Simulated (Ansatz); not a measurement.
Ga(F)(Br)(NH2) (BrFGaH₂N), SMILES [NH2][Ga]([F])[Br].

Geometry optimised at B3LYP-D3(BJ)/def2-SVP. The structure was generated by enumeration; whether it is a known compound was not checked. The values are those of a single conformer.

Two levels are set side by side: PBE/def2-SVPD (Ansatz, a program for electronic structure) and PBE0/def2-SVPD (Ansatz). Energy differences of separate SCF runs at the same geometry; the states with an electron removed or added have multiplicity 2 and 2. Differences are taken from unrounded values.

```json
[
 {"quantity": "vertical ionisation energy (eV)", "PBE": "10.02"},
 {"quantity": "vertical singlet–triplet gap (eV)", "PBE": "4.62"}
]
```

### Question
These are the PBE values. What does PBE0 give? (An estimate is asked for; the answer gives what the named calculation found.)

### Answer

| quantity | PBE0 | PBE minus PBE0 |
|---|---|---|
| vertical ionisation energy (eV) | 10.33 | -0.31 |
| vertical singlet–triplet gap (eV) | 5.04 | -0.41 |
